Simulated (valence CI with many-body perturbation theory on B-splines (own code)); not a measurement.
# E1 transitions of Sb44+

Method: configuration interaction combined with many-body perturbation theory (CI+MBPT): five valence electrons over a frozen Dirac-Fock core [He], radial functions for each j: 11 s, 11 p, 10 d, 8 f, 5 g, 2 h, with the one-electron correlation potential Σ1 (screened to all orders), the two-electron term Σ2, the three-electron term Σ3, Breit, model QED; selected single and double excitations, second order for the rest, scaled by the run's own slope (own B-spline code, finite nucleus).

No measured spectrum was set against this ion. As an estimate, large intervals hold to a few tenths of a per cent, small ones and those within an open d or f shell to about a per cent. Among the levels kept, up to 7200 cm⁻¹ of a level comes from second order outside the variational space, and about a tenth of that is noise between levels of different J, which matters for small intervals.

Lines 151 to 200 of 600 in falling wavelength, among levels below 41642 × 10³ cm⁻¹, chosen from the strongest by gf and those to the six lowest levels. Wavelengths and rates use the calculated energies. Electric multipoles are in the length gauge with retardation, E1 and E2 with the static RPA response of the core. Weak lines are less certain than strong ones. Lines between different terms over intervals too small for the method are left out, as are lines whose strength nearly cancels. The highest levels of a list are the least certain.

Levels are named by their leading jj configuration (3d3/2^4 stands for four electrons in 3d with j = 3/2), which in mixed levels can hold well under half, so a name can repeat and another be missing. Letters in brackets count levels of one name in rising energy.

```
λ vac (Å)                               Upper                               Lower   A (s⁻¹)  S (a.u.) with core polarisation  S without
    81.66  (2s 2p1/2^2 2p3/2 3p3/2) J=5/2 [a]         (2s 2p1/2^2 2p3/2 3s) J=5/2  3.52e+10                         5.68e-02   5.68e-02
    81.18  (2s 2p1/2^2 2p3/2 3d3/2) J=1/2 [b]      (2s 2p1/2^2 2p3/2 3p1/2) J=1/2  4.08e+10                         2.15e-02   2.15e-02
    79.10  (2s 2p1/2 2p3/2^2 3d5/2) J=7/2 [a]  (2s 2p1/2 2p3/2^2 3p1/2) J=5/2 [a]  9.92e+09                         1.94e-02   1.94e-02
    77.90  (2s 2p1/2 2p3/2^2 3p3/2) J=3/2 [f]     (2s 2p1/2 2p3/2^2 3s) J=3/2 [c]  5.67e+10                         5.29e-02   5.29e-02
    77.86  (2s 2p1/2 2p3/2^2 3p3/2) J=5/2 [b]         (2s 2p1/2 2p3/2^2 3s) J=7/2  1.51e+10                         2.11e-02   2.11e-02
    77.64         (2s 2p1/2^2 2p3/2 3s) J=5/2     (2s^2 2p1/2 2p3/2 3s) J=3/2 [b]  1.55e+10                         2.15e-02   2.15e-02
    77.53      (2s 2p1/2 2p3/2^2 3p1/2) J=7/2          (2s^2 2p3/2^2 3p1/2) J=5/2  3.06e+10                         5.62e-02   5.63e-02
    76.29  (2s^2 2p1/2 2p3/2 3p3/2) J=1/2 [b]     (2s^2 2p1/2 2p3/2 3s) J=3/2 [b]  7.42e+10                         3.25e-02   3.25e-02
    76.04      (2s^2 2p3/2^2 3p3/2) J=3/2 [a]             (2s^2 2p3/2^2 3s) J=3/2  5.94e+10                         5.15e-02   5.15e-02
    75.78         (2s 2p1/2^2 2p3/2 3s) J=5/2         (2s^2 2p1/2 2p3/2 3s) J=5/2  3.39e+10                         4.37e-02   4.37e-02
    75.19  (2s 2p1/2 2p3/2^2 3d3/2) J=7/2 [b]          (2s^2 2p3/2^2 3d3/2) J=7/2  1.14e+10                         1.91e-02   1.91e-02
    74.56  (2s 2p1/2 2p3/2^2 3p3/2) J=1/2 [d]     (2s 2p1/2 2p3/2^2 3s) J=1/2 [b]  4.92e+10                         2.01e-02   2.01e-02
    73.79  (2s^2 2p1/2 2p3/2 3p3/2) J=5/2 [b]     (2s^2 2p1/2 2p3/2 3s) J=3/2 [a]  1.84e+10                         2.19e-02   2.19e-02
    73.35      (2s 2p1/2^2 2p3/2 3p1/2) J=5/2      (2s^2 2p1/2 2p3/2 3p1/2) J=5/2  1.71e+10                         2.00e-02   2.00e-02
    73.19         (2s 2p1/2 2p3/2^2 3s) J=7/2             (2s^2 2p3/2^2 3s) J=5/2  2.95e+10                         4.57e-02   4.57e-02
    71.55  (2s 2p1/2 2p3/2^2 3p3/2) J=7/2 [b]          (2s^2 2p3/2^2 3p3/2) J=7/2  1.22e+10                         1.77e-02   1.77e-02
    67.99          (2s 2p1/2^2 2p3/2^2) J=5/2          (2s^2 2p1/2 2p3/2^2) J=5/2  7.07e+09                         6.58e-03   6.60e-03
    64.81          (2p1/2^2 2p3/2^2 3s) J=5/2     (2s 2p1/2 2p3/2^2 3s) J=5/2 [b]  2.23e+10                         1.80e-02   1.80e-02
    64.33  (2s 2p1/2 2p3/2^2 3p3/2) J=5/2 [e]     (2s 2p1/2 2p3/2^2 3s) J=5/2 [a]  2.16e+10                         1.71e-02   1.71e-02
    63.25       (2p1/2^2 2p3/2^2 3p1/2) J=5/2  (2s 2p1/2 2p3/2^2 3p1/2) J=5/2 [c]  2.50e+10                         1.87e-02   1.88e-02
    61.54          (2p1/2^2 2p3/2^2 3s) J=3/2     (2s 2p1/2 2p3/2^2 3s) J=3/2 [c]  3.83e+10                         1.76e-02   1.76e-02
    61.53          (2s 2p1/2^2 2p3/2^2) J=5/2          (2s^2 2p1/2 2p3/2^2) J=3/2  1.52e+10                         1.05e-02   1.05e-02
    61.11          (2p1/2^2 2p3/2^2 3s) J=5/2     (2s 2p1/2 2p3/2^2 3s) J=3/2 [b]  2.86e+10                         1.93e-02   1.94e-02
    57.11          (2s 2p1/2^2 2p3/2^2) J=1/2          (2s^2 2p1/2 2p3/2^2) J=1/2  2.84e+10                         5.22e-03   5.23e-03
    53.69       (2p1/2^2 2p3/2^2 3p1/2) J=3/2  (2s 2p1/2 2p3/2^2 3p1/2) J=5/2 [b]  5.12e+10                         1.56e-02   1.57e-02
    50.17          (2s 2p1/2^2 2p3/2^2) J=3/2          (2s^2 2p1/2 2p3/2^2) J=5/2  2.89e+10                         7.21e-03   7.23e-03
    49.82       (2p1/2^2 2p3/2^2 3p3/2) J=5/2  (2s 2p1/2 2p3/2^2 3p3/2) J=7/2 [b]  5.98e+10                         2.19e-02   2.19e-02
    49.63          (2p1/2^2 2p3/2^2 3s) J=3/2     (2s 2p1/2 2p3/2^2 3s) J=5/2 [a]  9.11e+10                         2.20e-02   2.20e-02
    49.56       (2p1/2^2 2p3/2^2 3p3/2) J=7/2      (2s 2p1/2 2p3/2^2 3p3/2) J=9/2  6.20e+10                         2.98e-02   2.99e-02
    49.37       (2p1/2^2 2p3/2^2 3p1/2) J=5/2      (2s 2p1/2 2p3/2^2 3p1/2) J=7/2  6.76e+10                         2.41e-02   2.41e-02
    48.72          (2p1/2^2 2p3/2^2 3s) J=5/2         (2s 2p1/2 2p3/2^2 3s) J=7/2  6.17e+10                         2.11e-02   2.12e-02
    46.56          (2s 2p1/2^2 2p3/2^2) J=3/2          (2s^2 2p1/2 2p3/2^2) J=3/2  1.11e+10                         2.20e-03   2.21e-03
    46.33             (2p1/2^2 2p3/2^3) J=3/2            (2s 2p1/2 2p3/2^3) J=5/2  9.21e+10                         1.81e-02   1.81e-02
    30.08  (2s 2p1/2 2p3/2^2 3d5/2) J=9/2 [a]  (2s^2 2p1/2 2p3/2 3d5/2) J=7/2 [a]  7.62e+10                         1.02e-02   1.03e-02
    29.59  (2s 2p1/2 2p3/2^2 3p3/2) J=7/2 [a]  (2s^2 2p1/2 2p3/2 3p3/2) J=5/2 [a]  9.34e+10                         9.56e-03   9.58e-03
    29.43  (2s 2p1/2 2p3/2^2 3p1/2) J=5/2 [a]  (2s^2 2p1/2 2p3/2 3p1/2) J=3/2 [a]  1.05e+11                         7.95e-03   7.96e-03
    28.85     (2s 2p1/2 2p3/2^2 3d5/2) J=11/2      (2s^2 2p1/2 2p3/2 3d5/2) J=9/2  8.71e+10                         1.24e-02   1.24e-02
    28.58      (2s 2p1/2 2p3/2^2 3p3/2) J=9/2      (2s^2 2p1/2 2p3/2 3p3/2) J=7/2  9.23e+10                         1.06e-02   1.07e-02
    28.45         (2s 2p1/2 2p3/2^2 3s) J=7/2         (2s^2 2p1/2 2p3/2 3s) J=5/2  9.57e+10                         8.70e-03   8.72e-03
    28.42      (2s 2p1/2 2p3/2^2 3d3/2) J=9/2      (2s^2 2p1/2 2p3/2 3d3/2) J=7/2  7.00e+10                         7.93e-03   7.95e-03
    28.23      (2s 2p1/2 2p3/2^2 3p1/2) J=7/2      (2s^2 2p1/2 2p3/2 3p1/2) J=5/2  9.55e+10                         8.48e-03   8.50e-03
    27.65          (2s 2p1/2^2 2p3/2^2) J=5/2          (2s^2 2p1/2^2 2p3/2) J=3/2  1.25e+11                         7.80e-03   7.82e-03
    27.41       (2p1/2^2 2p3/2^2 3p3/2) J=5/2  (2s 2p1/2^2 2p3/2 3p3/2) J=3/2 [b]  1.94e+11                         1.18e-02   1.18e-02
    27.11               (2s 2p3/2^3 3s) J=5/2             (2s^2 2p3/2^2 3s) J=5/2  2.66e+11                         1.57e-02   1.57e-02
    26.88            (2s 2p3/2^3 3p1/2) J=5/2          (2s^2 2p3/2^2 3p1/2) J=5/2  4.18e+11                         2.41e-02   2.41e-02
    26.87            (2s 2p3/2^3 3p1/2) J=3/2          (2s^2 2p3/2^2 3p1/2) J=3/2  3.99e+11                         1.53e-02   1.53e-02
    26.84       (2p1/2^2 2p3/2^2 3p3/2) J=7/2  (2s 2p1/2^2 2p3/2 3p3/2) J=5/2 [b]  3.14e+11                         2.40e-02   2.40e-02
    26.64          (2p1/2^2 2p3/2^2 3s) J=5/2     (2s 2p1/2^2 2p3/2 3s) J=3/2 [b]  3.03e+11                         1.70e-02   1.70e-02
    26.61  (2s 2p1/2 2p3/2^2 3d5/2) J=5/2 [d]             (2s^2 2p3/2^2 3s) J=5/2  1.72e+11                         9.61e-03   9.63e-03
    26.49       (2p1/2^2 2p3/2^2 3p1/2) J=3/2      (2s 2p1/2^2 2p3/2 3p1/2) J=1/2  2.63e+11                         9.66e-03   9.68e-03
```
